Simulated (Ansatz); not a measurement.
`C#[C][SnH][F]` radical. Total charge 0; spin multiplicity 2. Sn takes the def2 core potential. Geometry: relaxed with PBE0-D4/def2-TZVP.

```xyz
6

C    -1.311   -1.338    0.247
C    -0.428   -0.515    0.188
Sn    1.147    0.839    0.333
F     0.355    2.526   -0.159
H    -2.099   -2.056    0.272
H     2.337    0.544   -0.881
```

Task: What is the dipole moment at B3LYP/def2-TZVPP? (Best estimate.)

Result: The calculation gave: 2.78 D, with components (0.99, -2.40, 0.99) D in this frame, pointing from negative to positive charge.

Task: And with PBE, r2SCAN, ωB97M-V? (Best estimate.)

Result: The calculation gave: PBE 2.57 D, r2SCAN 2.70 D, ωB97M-V 2.80 D.

Task: Give the Mulliken charges with B3LYP, ωB97M-V, r2SCAN in def2-TZVPP. (Estimate.)

Result: Computed: 
| atom | B3LYP | ωB97M-V | r2SCAN |
| --- | --- | --- | --- |
| C1 | 0.01 | -0.04 | -0.11 |
| C2 | -0.54 | -0.50 | -0.43 |
| Sn3 | 0.88 | 0.87 | 0.90 |
| F4 | -0.48 | -0.48 | -0.48 |
| H5 | 0.24 | 0.22 | 0.21 |
| H6 | -0.11 | -0.07 | -0.10 |

B3LYP here is the variant with VWN-RPA as its local correlation; programs differ in this.
